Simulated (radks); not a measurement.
Values are calculated unless marked as measured or tabulated.
Task: Bi XXII, 62 electrons, occupied as [Kr] 4d10 4f14 5s2. Level of theory: non-relativistic Kohn-Sham, TPSS, spin-polarised, spherical densities, point nucleus; meta-GGA in the generalised Kohn-Sham scheme; relativity is left out, which matters for an element this heavy (a radial shooting solver on a logarithmic mesh with Libxc functionals). Some entries of the table are withheld. Estimate them.

orbital,occ.,eigenvalue (eV),<r^2> (bohr^2)
1s,2,(1),0.0004439
2s,2,-14201.72,(2)
2p,6,-13698.96,(3)
3s,2,(4),0.04210
3p,6,-3537.693,0.03865
3d,10,-3092.851,0.02958
4s,2,-1218.805,0.1951
4p,6,-1112.415,0.1980
4d,10,-916.3133,0.2017
4f,14,-649.7280,0.2023
5s,2,(5),0.7496
5p,0,-508.6017,0.8004
6s,0,-320.3724,(6)

Result: 
(1) 1s eigenvalue (eV): -81580.39
(2) 2s <r^2> (bohr^2): 0.006874
(3) 2p <r^2> (bohr^2): 0.005064
(4) 3s eigenvalue (eV): -3777.160
(5) 5s eigenvalue (eV): -551.0518
(6) 6s <r^2> (bohr^2): 2.091
